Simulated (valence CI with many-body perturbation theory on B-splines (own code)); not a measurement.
Level structure of Rh VI

Method: configuration interaction combined with many-body perturbation theory (CI+MBPT): four valence electrons over a frozen Dirac-Fock core [Kr], radial functions for each j: 7 s, 7 p, 8 d, 6 f, 4 g, 1 h, with the one-electron correlation potential Σ1 (screened to all orders), the two-electron term Σ2, the three-electron term Σ3, Breit, model QED; selected single and double excitations, second order for the rest, scaled by the run's own slope (own B-spline code, finite nucleus).

No measured levels were compared; by estimate terms of the open shell hold to 2 to 4 % of their energy, and close levels can change places; different configurations can be misplaced against each other by 1,000 to 8,000 cm⁻¹. The list stops below the first excitations out of the core.

Levels 136 to 170 of 170, with energies above the lowest level, 4d4 5D_0. "Leading %" is the weight of the configuration and term that name the level; weights of strongly mixed levels are sums over their largest components and can fall short. Lifetimes count E1, E2, E3, M1 and M2 decay at the calculated energies, and are blank where another channel may lead or the interval is too uncertain; long ones can be off by a factor of two.

| No. | Configuration | Term | J | E (cm⁻¹) | Leading % | Second component | Lifetime |
| --- | --- | --- | --- | --- | --- | --- | --- |
| 136 | 4d3 5p | 1P° | 1 | 267600 | 57 | 16 % 4d3 5p 3S° | 84.5 ps |
| 137 | 4d3 5p | 1G° | 4 | 267980 | 68 | 9 % 4d3 5p 3H° | 119 ps |
| 138 | 4d3 5p | 3D° | 1 | 267990 | 72 | 13 % 4d3 5p 3S° | 103 ps |
| 139 | 4d3 5p | 3D° | 2 | 268550 | 57 | 24 % 4d3 5p 3P° | 89.4 ps |
| 140 | 4d3 5p | 3P° | 1 | 268630 | 34 | 26 % 4d3 5p 3S° | 104 ps |
| 141 | 4d3 5p | 1H° | 5 | 269110 | 64 | 25 % 4d3 5p 3G° | 63.1 ps |
| 142 | 4d3 5p | 3D° | 3 | 269550 | 67 | 8 % 4d3 5p 1F° | 89.1 ps |
| 143 | 4d3 5p | 3I° | 7 | 269620 | 98 |  | 501 ps |
| 144 | 4d3 5p | 3D° | 1 | 270200 | 68 | 22 % 4d3 5p 3S° | 84.4 ps |
| 145 | 4d3 5p | 3F° | 4 | 270840 | 91 |  | 97.4 ps |
| 146 | 4d3 5p | 3G° | 3 | 271710 | 69 | 14 % 4d3 5p 3D° | 81.3 ps |
| 147 | 4d3 5p | 3D° | 2 | 271730 | 71 | 12 % 4d3 5p 3P° | 111 ps |
| 148 | 4d3 5p | 1I° | 6 | 272460 | 74 | 19 % 4d3 5p 3H° | 128 ps |
| 149 | 4d3 5p | 3G° | 4 | 273070 | 73 | 9 % 4d3 5p 3F° | 87.6 ps |
| 150 | 4d3 5p | 3G° | 5 | 273160 | 67 | 25 % 4d3 5p 1H° | 70.6 ps |
| 151 | 4d3 5p | 3P° | 1 | 273410 | 60 | 22 % 4d3 5p 1P° | 92.7 ps |
| 152 | 4d3 5p | 3P° | 2 | 273600 | 64 | 18 % 4d3 5p 3D° | 97.7 ps |
| 153 | 4d3 5p | 3D° | 3 | 273820 | 76 | 8 % 4d3 5p 3F° | 123 ps |
| 154 | 4d3 5p | 3P° | 0 | 275100 | 90 | 7 % 4d3 5p 1S° | 105 ps |
| 155 | 4d3 5p | 1F° | 3 | 275730 | 56 | 16 % 4d3 5p 3D° | 70.4 ps |
| 156 | 4d3 5p | 3F° | 2 | 276230 | 53 | 37 % 4d3 5p 1D° | 117 ps |
| 157 | 4d3 5p | 3F° | 3 | 276940 | 62 | 22 % 4d3 5p 3G° | 186 ps |
| 158 | 4d3 5p | 1D° | 2 | 277960 | 58 | 25 % 4d3 5p 3F° | 77.1 ps |
| 159 | 4d3 5p | 3F° | 4 | 278410 | 68 | 22 % 4d3 5p 3G° | 187 ps |
| 160 | 4d3 5p | 3S° | 1 | 278630 | 68 | 13 % 4d3 5p 3P° | 79.1 ps |
| 161 | 4d3 5p | 3G° | 3 | 280920 | 54 | 25 % 4d3 5p 3D° | 186 ps |
| 162 | 4d3 5p | 1P° | 1 | 281060 | 60 | 18 % 4d3 5p 3S° | 92.7 ps |
| 163 | 4d3 5p | 3D° | 3 | 283060 | 60 | 15 % 4d3 5p 3F° | 126 ps |
| 164 | 4d3 5p | 3G° | 4 | 283260 | 68 | 24 % 4d3 5p 3F° | 212 ps |
| 165 | 4d3 5p | 1D° | 2 | 283580 | 75 | 10 % 4d3 5p 3F° | 154 ps |
| 166 | 4d3 5p | 3G° | 5 | 283740 | 97 |  | 238 ps |
| 167 | 4d3 5p | 3D° | 2 | 284710 | 86 | 10 % 4d3 5p 1D° | 105 ps |
| 168 | 4d3 5p | 3D° | 1 | 285750 | 93 |  | 98.6 ps |
| 169 | 4d3 5p | 1F° | 3 | 287900 | 84 | 8 % 4d3 5p 3D° | 72.4 ps |
| 170 | 4d3 5p | 1G° | 4 | 288080 | 90 | 5 % 4d3 5p 3G° | 123 ps |

Names give the largest LS component (configuration and term), which can be under half, so a name can repeat, a term be missing and a line seem to break the LS rules; names also repeat where a configuration has a term twice.

Where two levels of one J and parity lie close, their mixing, g and order are uncertain.
